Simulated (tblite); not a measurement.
C4H9O (SMILES C1CC[OH+]C1), charge +1, singlet, geometry from GFN2-xTB; GFN1-xTB run with tblite.

Here is a job for tblite.
```
$ tblite run mol.xyz --method gfn1 --charge 1 --spin 0 --spin-polarized --json tblite.json --no-restart

# file mol.xyz
14

C     -0.00447944    -1.28472879     0.09392042
C      1.23954683    -0.37690799     0.08282651
C      0.68440553     1.04470378    -0.06175191
O     -0.74163892     0.90458995    -0.37031417
C     -1.15092608    -0.31491245     0.32720489
H     -0.12187878    -1.80153494    -0.85891324
H      0.04576841    -2.03792154     0.87515177
H      1.90529941    -0.63552379    -0.73769529
H      1.80459289    -0.46948605     1.00710049
H      1.15957586     1.63391109    -0.84446657
H      0.72977715     1.59910521     0.87765499
H     -0.83620533     0.74778215    -1.33255069
H     -2.11628290    -0.64158325    -0.05666754
H     -1.24881633    -0.04039584     1.37970000
```

It wrote (shortened):

```
xTB calculator
 | screened Coulomb repulsion
 | Coulomb electrostatics
 |  * isotropic Klopman-Ohno-Mataga-Nishimoto electrostatics
 |  * onsite third-order electrostatics
 | DFT-D3(BJ) dispersion correction
 | Interactions (1)
 | [1] spin polarization

halogen bonding energy    0.0000000000000E+00 Eh
repulsion energy          1.9653117110951E-01 Eh
dispersion energy        -4.4576957402217E-03 Eh
interaction energy        0.0000000000000E+00 Eh
number of electrons       3.0000000000000E+01 e
integral cutoff           1.9731147476801E+01 bohr

------------------------------------------------------------
  cycle        total energy    energy error   density error
------------------------------------------------------------
      1     -17.48286874353  -1.7674942E+01   3.8723795E-01
      2     -17.52637589487  -4.3507151E-02   2.2310316E-01
      3     -17.52758491846  -1.2090236E-03   3.5334682E-02
      4     -17.52814701496  -5.6209650E-04   3.2158711E-03
      5     -17.52816720387  -2.0188905E-05   9.9550827E-04
      6     -17.52816860714  -1.4032730E-06   2.2317460E-04
      7     -17.52816869852  -9.1377373E-08   2.2461406E-05
      8     -17.52816869968  -1.1604584E-09   4.2773208E-06
------------------------------------------------------------

electronic energy        -1.7720242175048E+01 Eh
total energy             -1.7528168699679E+01 Eh

Post processing:
 | Mayer-Wiberg bond orders

[Info] JSON dump of results written to 'tblite.json'
```
